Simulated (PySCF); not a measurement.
**Static response to an electric field**

Species: C₄H₅FO₂Si.
Numbering: `[CH:1]#[C:2][C:3](=[O:4])[O:5][Si@H:6]([CH3:7])[F:8]` (hydrogens: H9 on C1; H10 on Si6; H11, H12, H13 on C7)

Cartesian coordinates in Å at the GFN2-xTB level; atoms count from 1:
```xyz
13
C4H5FO2Si angstrom
C      3.6283   -0.7929   -0.0127
C      2.4470   -0.6887    0.1706
C      1.0271   -0.5898    0.4016
O      0.3644   -1.4569    0.9053
O      0.5378    0.5735   -0.0081
Si    -1.0517    1.0270    0.0779
C     -2.1510   -0.0563   -1.0065
F     -0.8976    2.4873   -0.5703
H      4.6631   -0.8802   -0.1739
H     -1.4398    1.2208    1.4602
H     -3.1759    0.3021   -1.0151
H     -2.1615   -1.0847   -0.6558
H     -1.7947   -0.0606   -2.0359
```

Level: CAM-B3LYP/def2-SVPD (PySCF), static field, nuclei fixed, core orbitals frozen in the response. The polarisability tensor in these axes (au):

```
x   97.98 -5.14 -0.91
y   -5.14 66.61 -1.28
z   -0.91 -1.28 60.46
```

Task: Diagonalise the tensor; give its mean and Δα, where Δα² is half the sum of the squared differences of the eigenvalues.

Result: Principal values 60.09, 66.14 and 98.81 au; mean 75.01 au = 11.12 Å³ = 12.37 × 10⁻⁴⁰ C²·m²/J; Δα = 36.08 au (48 % of the mean).

Task: What is the dipole moment, and where does it point?

Result: (0.38, -0.34, -0.73) D, 0.89 D in size, pointing from the negative to the positive side. Measured along this direction, the outermost atoms are H10 at the negative end and H9 at the positive end.

Task: What depolarisation ratio follows for Rayleigh scattering of linearly polarised light, taking the static tensor?

Result: ρ = 3Δα²/(45ᾱ² + 4Δα²) = 3905.0/(253220 + 5206.7) = 0.0151.

Task: Estimate the molar refractivity from the static electronic polarisability.

Result: Lorentz–Lorenz: R = (4π/3)N_A α = 2.5225 cm³/(mol·Å³) × 11.12 Å³ = 28.0 cm³/mol, in the limit of long wavelengths.

Task: Give the principal axes and the span of the nuclei along them.

Result: Largest value along (0.99, -0.16, -0.02), where the nuclei span 7.91 Å; middle along (0.15, 0.96, -0.24), 3.95 Å; least along (0.06, 0.24, 0.97), 3.71 Å. The response follows the extents in order.

Task: What would n − 1 = 2πNα be for an ideal gas of these molecules at 298.15 K and 1 atm, electronic part alone?

Result: N = p/kT = 2.4615 × 10¹⁹ cm⁻³, so n − 1 = 2π × N × 11.12 × 10⁻²⁴ cm³ = 1719 × 10⁻⁶ at long wavelengths, for an ideal gas.

Task: Give the eigenvalues of the traceless quadrupole moment Θ = ½Σq(3rr − r²1), origin at the centre of nuclear charge.

Result: -19.89, -0.47, 20.36 D·Å. The values depend on the origin, since the dipole doesn't vanish. The electronic extent ⟨r²⟩ about the same centre is 1322 bohr², a root-mean-square distance of 2.33 Å for the 68 electrons.

The structure is a single GFN2-xTB conformer in the gas phase; no vibrational or solvent corrections.
